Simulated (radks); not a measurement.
Values are calculated unless marked as measured or tabulated.
Ga2+, 29 electrons, occupied as [Ar] 3d10 4s1 (the NIST ground configuration). Code: a radial shooting solver on a logarithmic mesh with Libxc functionals. Model: scalar-relativistic Kohn-Sham, PBE, spin-polarised, spherical densities, point nucleus; open shells are filled with parallel spins first.

Normalised radial functions P(r) = r R(r), r in bohr:

r,3d down
0.005316,0.0001
0.006922,0.0001
0.009014,0.0003
0.01174,0.0006
0.01528,0.0012
0.02006,0.0025
0.02612,0.0052
0.03401,0.0106
0.04429,0.0210
0.05767,0.0408
0.07509,0.0765
0.09778,0.1379
0.1273,0.2364
0.1658,0.3810
0.2176,0.5771
0.2834,0.7913
0.369,0.9834
0.4805,1.0947
0.6256,1.0807
0.8146,0.9445
1.061,0.7308
1.381,0.4965
1.799,0.2901
2.361,0.1362
3.074,0.0498
4.003,0.0127
5.212,0.0020
6.787,0.0002

3d down: eigenvalue -39.194 eV, 0 radial nodes, <r> = 0.794 bohr, 90 % of the charge inside 1.36 bohr.
